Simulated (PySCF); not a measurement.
BFClBr, SMILES FB(Cl)Br.

Coordinates come from a TPSSh-D3(BJ)/def2-SVP optimisation.

All values below come from PySCF with TPSSh-D3(BJ)/def2-SVP.

Frequencies are harmonic and unscaled.

| mode | ν (cm⁻¹) | IR (km/mol) | Raman (Å⁴/amu) | depolarisation | moving atoms (share of kinetic energy) |
|---|---|---|---|---|---|
| 1 | 218 | 0.2 | 2.9 | 0.62 | Cl 52 %, Br 25 %, F 14 %, B 9 % |
| 2 | 322 | 2.4 | 1.5 | 0.59 | F 68 %, Br 20 %, Cl 10 % |
| 3 | 490 | 15.9 | 1.1 | 0.75 | B 88 %, F 8 % |
| 4 | 494 | 8.0 | 6.1 | 0.08 | F 40 %, Cl 35 %, B 15 %, Br 11 % |
| 5 | 951 | 477.8 | 0.7 | 0.75 | B 88 %, Cl 9 % |
| 6 | 1332 | 313.4 | 0.5 | 0.19 | B 70 %, F 30 % |
